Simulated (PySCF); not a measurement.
## Static response to an electric field

CH10O2Si3.
Cartesian coordinates in Å at the PBE0-D3(BJ)/def2-SVP level; atoms count from 1:
```xyz
16
CH10O2Si3 angstrom
C     -0.362    1.857    0.801
Si    -0.646    0.710   -0.653
Si    -2.098   -1.037   -0.038
O      0.818    0.066   -1.156
Si     1.905   -1.052   -0.605
O      2.463   -0.655    0.909
H     -1.314    2.261    1.179
H      0.284    2.703    0.517
H      0.131    1.302    1.615
H     -1.218    1.457   -1.814
H     -1.576   -1.743    1.175
H     -3.452   -0.485    0.287
H     -2.245   -2.040   -1.138
H      1.247   -2.373   -0.438
H      3.012   -1.090   -1.599
H      3.033    0.117    0.971
```

Level: PBE0/def2-SVPD (PySCF), static field, nuclei fixed, core orbitals frozen in the response. The polarisability tensor in these axes (au):

```
x   108.86   3.85  -1.44
y     3.85 103.72   2.29
z    -1.44   2.29  92.16
```

Task: Give the principal values, the mean and the anisotropy Δα = √{½[(α1 − α2)² + (α2 − α3)² + (α1 − α3)²]}.

Result: Principal values 91.44, 102.38 and 110.92 au; mean 101.58 au = 15.05 Å³ = 16.75 × 10⁻⁴⁰ C²·m²/J; Δα = 16.91 au (17 % of the mean).

Task: What is the dipole moment, and where does it point?

Result: (0.67, 1.46, 0.30) D, 1.64 D in size, pointing from the negative to the positive side. Measured along this direction, the outermost atoms are H13 at the negative end and H8 at the positive end.

Task: Refractivity n − 1 of an ideal gas of it at 350 K and 1 atm, from the electronic α?

Result: N = p/kT = 2.0968 × 10¹⁹ cm⁻³, so n − 1 = 2π × N × 15.05 × 10⁻²⁴ cm³ = 1983 × 10⁻⁶ at long wavelengths, for an ideal gas.

Task: Rayleigh depolarisation ratio (linearly polarised light, static tensor)?

Result: ρ = 3Δα²/(45ᾱ² + 4Δα²) = 857.9/(464343 + 1143.9) = 0.00184.

Task: Molar refractivity from α?

Result: Lorentz–Lorenz: R = (4π/3)N_A α = 2.5225 cm³/(mol·Å³) × 15.05 Å³ = 38.0 cm³/mol, in the limit of long wavelengths.

Task: Give the eigenvalues of the traceless quadrupole moment Θ = ½Σq(3rr − r²1), origin at the centre of nuclear charge.

Result: -7.63, 1.73, 5.91 D·Å. The values depend on the origin, since the dipole doesn't vanish. The electronic extent ⟨r²⟩ about the same centre is 1378 bohr², a root-mean-square distance of 2.28 Å for the 74 electrons.

The structure is a single PBE0-D3(BJ)/def2-SVP conformer in the gas phase; no vibrational or solvent corrections.

The run behind these numbers computed excited states and ΔSCF ions as well. Time: 4.8 min; peak memory 0.88 GiB. Hardware: Arm Neoverse N1, one thread, no GPU, shared host with 64 logical CPUs at a one-minute load of 60.
